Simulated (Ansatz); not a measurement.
Relaxation of H₇PSSn (10 atoms, charge 0, multiplicity 1), to a largest force component of 0.03 eV/Å in at most 50 steps.

Level of theory: RHF/def2-SVP (Ansatz).

```xyz
10
Properties=species:S:1:pos:R:3
Sn -1.537 -0.275 0.762
S 0.534 -1.318 1.524
H -2.019 -1.175 -0.595
H -2.685 -0.385 2.023
H -1.227 1.362 0.404
H 1.456 -0.114 -0.675
P 1.057 0.509 -1.856
H 0.704 -0.513 2.583
H 1.552 1.792 -1.533
H 2.165 0.114 -2.637
```

Task: Where does it end, and by what steps?

Result: It converged. The force dipped under the threshold on the way, but the program's further checks kept it going. After 21 steps the energy has fallen by 0.175 eV; H6 moved furthest, 1.02 Å.

```
step  energy less start (eV)  largest force component (eV/Å)  accepted
   0                  0.0000                           0.539       yes
   1                 -0.0935                           0.215       yes
   2                 -0.1412                           0.243       yes
   3                 -0.1591                           0.210       yes
   4                 -0.1107                           0.353        no
   5                 -0.1671                           0.024       yes
   6                 -0.1684                           0.046       yes
   7                 -0.1690                           0.107       yes
   8                 -0.1582                           0.483        no
   9                 -0.1707                           0.048       yes
  10                 -0.1715                           0.075       yes
  11                 -0.1719                           0.078       yes
  12                 -0.1725                           0.089       yes
  13                 -0.1725                           0.129       yes
  14                 -0.1734                           0.107       yes
  15                 -0.1724                           0.019       yes
  16                 -0.1667                           0.419        no
  17                 -0.1743                           0.054       yes
  18                 -0.1748                           0.019       yes
  19                 -0.1751                           0.067       yes
  20                 -0.1746                           0.088        no
  21                 -0.1755                           0.019       yes
```

```xyz
10
Properties=species:S:1:pos:R:3
Sn -1.824 -0.358 1.039
S 0.299 -1.310 1.774
H -2.253 -1.224 -0.361
H -2.971 -0.580 2.285
H -1.620 1.305 0.724
H 2.359 0.058 -1.123
P 1.463 0.609 -2.062
H 0.364 -0.644 2.931
H 1.985 1.920 -2.002
H 2.198 0.225 -3.205
```

Whether the end is a true minimum wasn't checked by a vibrational analysis.

The run took 42 s on 2 threads of Intel(R) Xeon(R) Platinum 8259CL CPU @ 2.50GHz (Skylake/Cascade Lake) (shared host), peak memory 0.21 GiB.
